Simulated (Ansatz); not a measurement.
`O[SiH]1OC[SiH2]1` + H₂ → `C1O[SiH2][SiH2]1` + H₂O at 700 K and 1 bar (hydrogenolysis of the Si–O bond).

Computed with Ansatz on PBE0-D4/def2-TZVP structures; ΔE is electronic, products minus reactants. CCSD(T)/CBS adds triple-zeta CCSD(T) − MP2 to the extrapolated MP2 energy (def2 sets, frozen cores). This one scheme is used for every species. Each species was taken in one conformer, which may not be the lowest.

```tsv
species	CCSD(T)/CBS energy (Eh)	H − E (kJ/mol)	S (J/(mol·K))
`O[SiH]1OC[SiH2]1`	-770.22036	271.8	471.0
H₂	-1.17544	46.8	155.3
`C1O[SiH2][SiH2]1`	-694.98293	243.0	425.1
H₂O	-76.37941	80.5	218.4
```

H − E and S are ideal-gas, rigid-rotor, harmonic terms from PBE0-D4/def2-TZVP, for one conformer and one mirror image of each species. For small species the MP2-based limit differs from directly extrapolated CCSD(T) by up to some mEh (0.8 for H₂); such offsets cancel only in part. 1 Eh = 2625.50 kJ/mol, R = 8.31446 J/(mol·K).

By hand: ΔE, ΔH, ΔS and ΔG.

ΔE = (-694.98293) + (-76.37941) − (-770.22036) − (-1.17544) = 0.03346 Eh = 87.8 kJ/mol. Δ(H − E) = 243.0 + 80.5 − 271.8 − 46.8 = 4.9, so ΔH = 92.7 kJ/mol. ΔS = 425.1 + 218.4 − 471.0 − 155.3 = 17.2 J/(mol·K). ΔG = 92.7 − 700 × (17.2)/1000 = 80.7 kJ/mol.

By hand: the equilibrium constant, and the temperature at which ΔG would vanish if ΔH and ΔS stayed fixed.

log₁₀ K = −ΔG/(RT ln 10) = -6.0. ΔG = 0 at ΔH/ΔS = 5390 K, far beyond where these terms or the molecules hold.

ΔH outweighs TΔS. A doubt of 5 kJ/mol in ΔE shifts log₁₀ K by 0.4 here. Other conformers and mirror images would add mixing entropy, several J/(mol·K) or more a flexible species. These are equilibria of isolated gas molecules and say nothing of rates. Largest T1 diagnostic: 0.014 (customary marks: 0.02 for closed shells, 0.045 for open ones).
